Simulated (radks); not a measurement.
Values are calculated unless marked as measured or tabulated.
Neutral zirconium inside a hard spherical wall (all orbitals vanish at R), configuration held at [Kr] 4d2 5s2 and not refilled when levels cross. Level of theory: scalar-relativistic Kohn-Sham, PBE, spin-polarised, spherical densities, finite nucleus; open shells are filled with parallel spins first (spin-orbit coupling, left out, can overturn this in heavy ions); Fermi nuclear charge, rms radius 4.2694 fm (a radial shooting solver on a logarithmic mesh with Libxc functionals). Eigenvalues in eV for spin up, with the zero of energy where the potential of the charges vanishes at infinity; a dash marks a level that is unbound or too diffuse for the functional's potential to be trusted. A positive occupied level is held by the wall or, in an anion where self-interaction has pushed it up, behind a barrier. The pressure on the wall is -dE/dV.

| R (bohr) | E (hartree) | kinetic (hartree) | e(4s) | e(4p) | e(5s) | e(4d) | e(5p, empty) | e(6s, empty) | pressure (GPa) |
|---|---|---|---|---|---|---|---|---|---|
| free | -3598.51063 | 3699.966 | -54.812 | -32.852 | -4.700 | -4.058 | -1.601 | - | 0 |
| 20 | -3598.51063 | 3699.966 | -54.812 | -32.852 | -4.700 | -4.058 | -1.601 | - | < 0.0001 |
| 15 | -3598.51062 | 3699.966 | -54.811 | -32.851 | -4.699 | -4.058 | -1.596 | 0.266 | < 0.0001 |
| 12 | -3598.51046 | 3699.968 | -54.795 | -32.836 | -4.687 | -4.043 | -1.556 | 0.891 | 0.00293 |
| 10 | -3598.50921 | 3699.980 | -54.714 | -32.755 | -4.625 | -3.971 | -1.408 | 2.068 | 0.0348 |
| 5 | -3598.25237 | 3701.111 | -50.461 | -28.642 | 0.245 | -0.171 | 5.919 | 27.665 | 26.4 |
| 4 | -3597.70143 | 3703.082 | -46.175 | -24.581 | 8.118 | 4.257 | 16.410 | 56.163 | 144 |
| 3 | -3595.40522 | 3711.011 | -36.042 | -14.571 | 35.253 | 16.803 | 49.250 | 133.33 | 1220 |
| 1.5 | -3541.90047 | 3858.856 | 84.010 | 118.16 | 420.59 | 174.06 | 450.30 | 917.09 | 149000 |
